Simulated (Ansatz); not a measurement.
Ansatz (a first-principles code) input (CCSD(T)/def2-SVPD):

Ansatz 0.2 input:
```yaml
crystal:
  periodic: [false, false, false]
  atoms:
    - {symbol: Fe, position_ang: [0.00000000, 0.00000000, 0.00000000]}
    - {symbol: Cl, position_ang: [-0.00000000, -0.00000000, -2.14444865]}
    - {symbol: Cl, position_ang: [0.00000000, 0.00000000, 2.14444865]}
basis:
  gaussian:
    orbitals: def2-SVPD
magnetization: {spin_polarized: true, initial_magnetization: 4}
correlation: {method: ccsd_t, electrons: outside_noble_gas}
output: {forces: true}
```

Output:

```
Functional definition: HF
integrals: 0.14 GiB planned
842 factors; integrals over basis functions are off by at most 6.7e-4 eV
mean field: 0.48 GiB planned
mean field evaluation 1: about -59348.2548 eV, gradient 1.8e1 eV
mean field evaluation 2: about -59348.4249 eV, gradient 1.8e1 eV
mean field evaluation 4: about -59351.5115 eV, gradient 4.2e0 eV
mean field evaluation 8: about -59351.7035 eV, gradient 1.7e-1 eV
mean field evaluation 16: about -59351.7044 eV, gradient 1.9e-2 eV
mean field evaluation 32: about -59345.1286 eV, gradient 2.8e0 eV
mean field evaluation 64: about -59352.1265 eV, gradient 1.5e-1 eV
mean field evaluation 96: about -59351.9688 eV, gradient 6.8e-1 eV
mean field evaluation 128: about -59352.1258 eV, gradient 1.9e-1 eV
mean field evaluation 160: about -59351.6869 eV, gradient 5.3e-3 eV
mean field evaluation 192: about -59352.1266 eV, gradient 2.7e-3 eV
mean field evaluation 224: about -59345.7312 eV, gradient 7.6e-3 eV
mean field evaluation 256: about -59345.7312 eV, gradient 1.7e-4 eV
mean field evaluation 288: about -59345.7311 eV, gradient 1.6e-1 eV
mean field evaluation 320: about -59351.7041 eV, gradient 2.7e-6 eV
mean field -59352.12660787 eV, -2181.1504225229 hartree, gradient 2.8e-6 eV, S^2 6.014171; 12 other end points of the search recorded, 0 dependent functions left out
determinant -59352.12660787 eV, -2181.1504225229 hartree, with singles and doubles -59364.08010284 eV, -2181.5897053606 hartree
determinant -59351.70409440 eV, -2181.1348954394 hartree, with singles and doubles -59363.79019598 eV, -2181.5790514802 hartree
determinant -59351.68694335 eV, -2181.1342651496 hartree, with singles and doubles -59363.62114483 eV, -2181.5728389648 hartree
determinant -59352.12660787 eV, -2181.1504225229 hartree, with singles and doubles -59364.08391675 eV, -2181.5898455192 hartree
determinant -59351.70409440 eV, -2181.1348954394 hartree, with singles and doubles -59363.79761066 eV, -2181.5793239646 hartree
determinant -59351.68694335 eV, -2181.1342651496 hartree, with singles and doubles -59363.62507911 eV, -2181.5729835471 hartree
19 core orbitals not correlated
reference -59352.12660787 eV, -2181.1504225229 hartree; 13, 9 occupied and 56, 60 virtual orbitals, 842 factors
densities: 0.58 GiB planned
second order -11.09924798 eV of doubles, -0.00000000 eV of singles
coupled cluster: 0.44 GiB planned
cycle   1  -11.95730700 eV  change    1.9e-6 eV  update   3.1e-6
cycle   2  -11.95730689 eV  change    1.1e-7 eV  update   2.0e-6
cycle   3  -11.95730734 eV  change   -4.4e-7 eV  update   1.2e-6
cycle   4  -11.95730815 eV  change   -8.1e-7 eV  update   3.3e-7
cycle   5  -11.95730850 eV  change   -3.5e-7 eV  update   1.9e-7
perturbative correction -0.32207423 eV, -0.0118360096 hartree
the calculation of the forces begins
Total energy: -59364.40599060 eV, -2181.6016815148 hartree
Atom 0 at     0.000000     0.000000     0.000000 Å, force    -0.000000    -0.000000     0.000000 eV/Å
Atom 1 at    -0.000000    -0.000000    -2.144449 Å, force     0.000000    -0.000000    -0.971233 eV/Å
Atom 2 at     0.000000     0.000000     2.144449 Å, force     0.000000    -0.000000     0.971233 eV/Å
Dipole moment:     0.000000     0.000000     0.000000 e Å
```

The spin state was set by rule; other spins were not relaxed.
